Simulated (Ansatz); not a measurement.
The first iterations of a band of GeH4NO (7 atoms, charge -1, multiplicity 1).

Level of theory: RKS PBE0-D4/def2-SVP in Ansatz.

| Property | Result |
| --- | --- |
| movable images | 7 |
| climbing image | yes |
| spring | 5.0 eV/Å² |
| optimiser | quadratic models (default) |
| start path | through a guess of the saddle point |
| force threshold | 0.03 eV/Å |
| iteration limit | 60 |
| end points | relaxed |

Initial state:

```xyz
7
Properties=species:S:1:pos:R:3
N -1.503 -0.460 -0.223
Ge -0.047 0.409 0.244
O 1.530 -0.534 -0.033
H -1.530 -0.467 -1.253
H 0.413 1.788 -0.403
H -0.060 0.699 1.791
H 1.197 -1.435 -0.123
```

Final state:

```xyz
7
Properties=species:S:1:pos:R:3
N -0.375 0.039 -0.372
Ge -0.883 1.665 0.109
O 1.143 -1.676 1.061
H -0.582 -0.170 -1.353
H -1.547 2.238 -1.307
H 1.744 -0.981 1.347
H 0.500 -1.115 0.515
```

| iteration | highest image above the first end (eV) | largest band force component (eV/Å) |
| --- | --- | --- |
| 1 | 11.161 | 50.084 |
| 2 | 3.458 | 5.456 |
| 3 | 2.799 | 2.562 |
| 4 | 2.415 | 2.806 |
| 5 | 2.133 | 1.335 |
| 6 | 2.350 | 5.739 |
| 7 | 2.271 | 1.895 |
| 8 | 2.089 | 8.462 |
| 9 | 1.803 | 6.045 |
| 10 | 1.856 | 3.427 |
| 11 | 1.860 | 0.893 |
| 12 | 2.017 | 2.852 |
| 13 | 1.917 | 1.350 |
| 14 | 1.951 | 1.111 |

Problem. Does the band converge within its limit, and where does its top end?

Solution. It converged. It ended after 42 iterations with the highest image 2.168 eV above the first end. Neighbouring images differ by up to 1.8 eV, so the band resolves the path poorly. A vibrational analysis at the climbing image gives one clearly imaginary mode, 1188i cm⁻¹: a first-order saddle point. The orbitals stay closed-shell, which can raise the energy where a bond breaks towards radicals; this wasn't checked here. Limits of this set-up: an anion without diffuse functions, the dipole of an ion depends on the origin.

Time of the run: 10 min on 1 thread of Intel(R) Xeon(R) Platinum 8375C CPU @ 2.90GHz (Ice Lake) (shared host), peak memory 0.18 GiB.
